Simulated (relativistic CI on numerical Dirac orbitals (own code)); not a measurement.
## W4+: resonant inelastic scattering at the O2,3 edge

Computed with this model: Dirac-Coulomb-Breit CI, orbitals from a KLI potential per configuration, model QED (radiative potential, 1s self-energy scaled to tabulated hydrogen-like ionisation energies), valence Slater integrals scaled by 0.7, Kramers-Heisenberg scattering through one core-hole configuration in a parametric crystal field; configurations [Xe] 4f14 5d2 → [Kr] 4d10 4f14 5s2 5p5 5d3; 10 K; core-hole width 1 eV; summed over polarisations. Incident energies are the highest absorption maxima for each field (at most a few, so the weaker spin-orbit partner edge can be absent), on the computed scale of the free ion. Intensities are in per cent of the strongest line above 0.02 eV; levels within 1 cm⁻¹ are merged; final levels count from the ground level, the first row holds all elastic scattering, lines under 0.4 are left out and each table stops after 24 rows. The scale of the Slater integrals is a model choice and moves the terms in proportion.

Field parameters in Wybourne normalisation: D4h B²₀ = −7Ds, B⁴₀ = 21(Dq − Dt), B⁴₄ = 21√(5/14) Dq. The field is a parameter set, without covalency.

S is read from ⟨S²⟩ = S(S + 1).

D4h, 10Dq = 28350, Ds = -1500, Dt = -430 cm⁻¹:

```
Final level (eV)  Degeneracy  Irrep     S  44.7 eV  50.6 eV  54.7 eV
           0.000           1     B1  0.98    818.7    133.3    398.7
           0.025           1     B2  0.98    100.0     25.8     40.8
           0.119           1     A1  0.94      0.9     13.8     33.7
           0.122           2      E  0.96     93.1     60.7     84.8
           0.511           1     A2  1.00     16.5      4.3      1.1
           0.683           2      E  0.99     30.5     12.7     11.0
           0.757           1     A1  0.97      2.5     37.2     18.5
           1.266           1     A1  0.17      5.7      2.3      9.9
           1.346           2      E  0.15      7.5      9.7     16.1
           1.627           1     B2  0.11      4.6      3.0     36.5
           1.667           1     B1  0.09      2.7      6.3      3.3
           2.893           1     A1  0.17      3.1     14.1     17.4
           3.689           1     B1  1.00      1.5      8.8     17.0
           3.708           1     B2  0.99      0.5      5.2     10.8
           3.786           2      E  0.98      5.1     14.4     31.5
           3.896           1     A1  0.97      2.0     14.1     22.4
           3.910           1     A2  0.95      3.1     19.1      6.0
           4.275           2      E  0.92      3.0      1.6     16.3
           4.390           2      E  0.99      6.8     18.7     89.0
           4.397           1     B1  0.99      5.4     12.6     71.1
           4.418           1     A1  0.98      3.7      7.8     23.9
           4.894           1     A2  0.16      6.9      5.5     12.8
           4.974           2      E  0.27      1.8      1.4     18.5
           5.297           1     A2  0.99      3.4      1.4      8.5
```

D4h, 10Dq = 28350, Ds = -860, Dt = -430 cm⁻¹:

```tsv
Final level (eV)	Degeneracy	Irrep	S	44.7 eV	54.5 eV	55.4 eV
0.000	1	B1	0.97	628.2	252.8	274.4
0.027	1	A1	0.96	2.6	32.9	24.8
0.029	1	B2	0.97	79.9	33.1	38.0
0.056	2	E	0.97	57.1	46.9	66.7
0.522	1	A2	1.00	7.5	1.0	10.5
0.546	2	E	1.00	35.4	10.3	29.8
0.658	1	A1	0.97	2.1	6.3	100.0
1.351	2	E	0.13	4.1	12.0	8.1
1.381	1	A1	0.13	2.0	8.2	2.5
1.411	1	B2	0.12	4.2	19.5	5.2
1.453	1	B1	0.11	1.0	1.5	12.1
2.790	1	A1	0.17	2.1	13.3	2.9
3.678	1	B1	1.00	1.3	9.7	13.9
3.699	1	B2	0.99	0.3	4.3	30.0
3.787	2	E	0.98	5.6	26.1	32.6
3.908	1	A2	0.97	2.5	6.0	3.7
3.912	1	A1	0.99	0.8	21.5	6.0
4.317	2	E	0.99	6.5	51.1	59.5
4.328	1	B1	0.99	4.2	44.6	60.5
4.477	2	E	0.87	1.3	15.3	8.9
4.598	1	A1	0.97	4.3	18.7	22.4
4.953	2	E	0.51	2.4	14.0	0.9
4.985	1	A2	0.88	6.6	0.4	4.0
5.079	1	A1	0.98	1.3	5.1	10.3
```

D4h, 10Dq = 28350, Ds = -210, Dt = -430 cm⁻¹:

```csv
Final level (eV),Degeneracy,Irrep,S,44.7 eV,54.3 eV,55.6 eV
0.000,1,A1,0.97,523.0,142.7,279.2
0.054,2,E,0.97,100.0,36.0,87.8
0.112,1,B1,0.96,3.8,22.4,22.7
0.145,1,B2,0.96,5.4,11.2,20.7
0.571,2,E,1.00,4.4,1.4,23.3
0.649,1,A2,1.00,9.6,7.3,11.2
0.717,1,A1,0.97,3.1,2.9,78.0
1.310,1,B2,0.15,1.7,3.5,6.6
1.355,1,B1,0.14,0.1,1.5,1.8
1.475,2,E,0.13,2.0,12.8,5.7
1.558,1,A1,0.11,0.6,2.1,8.9
2.861,1,A1,0.16,0.6,5.9,4.6
3.774,1,B1,1.00,3.7,11.7,10.2
3.800,1,B2,0.99,4.9,21.0,20.6
3.886,2,E,0.98,3.3,21.1,54.1
3.997,1,A2,0.98,1.9,7.4,17.2
4.010,1,A1,0.99,2.6,25.0,42.6
4.362,2,E,0.98,3.7,7.0,8.6
4.374,1,B1,0.99,0.1,6.8,2.7
4.776,2,E,0.73,4.6,3.0,3.0
4.784,1,A1,0.96,3.0,9.6,19.6
4.865,1,A2,0.98,0.0,3.9,4.0
4.918,2,E,0.84,4.6,18.3,7.7
5.050,1,B2,0.83,0.1,0.3,1.2
```

For the first field the strongest loss at the lowest incident energy is the level at 0.03 eV (S = 0.98, against 0.98 in the thermal ground state). Levels of other spin, the first over 8 % at 1.27 eV, appear because spin-orbit coupling of the core hole, and in heavier ions of the valence shell too, mixes spins.
